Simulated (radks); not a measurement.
The numbers below are computed, except where a source is named.
Q: Valence configurations of Sr+ (all share [Kr]). Code: a radial shooting solver on a logarithmic mesh with Libxc functionals. Model: scalar-relativistic Kohn-Sham, r2SCAN, spin-polarised, spherical densities, finite nucleus; open shells are filled with parallel spins first (spin-orbit coupling, left out, can overturn this in heavy ions); meta-GGA in the generalised Kohn-Sham scheme; Fermi nuclear charge, rms radius 4.224 fm. Order these by energy: 5p1; 5s0.5 5p0.5; 4d0.5 5s0.5; 5s1; 4d1.

A: From the lowest, in eV above it: 5s1 0.000; 4d0.5 5s0.5 1.035; 5s0.5 5p0.5 1.533; 4d1 1.976; 5p1 2.978. NIST lists [Kr] 5s1 as the ground configuration; this level of theory agrees among the configurations tried. The energies are those of spherical high-spin densities, not of single terms.
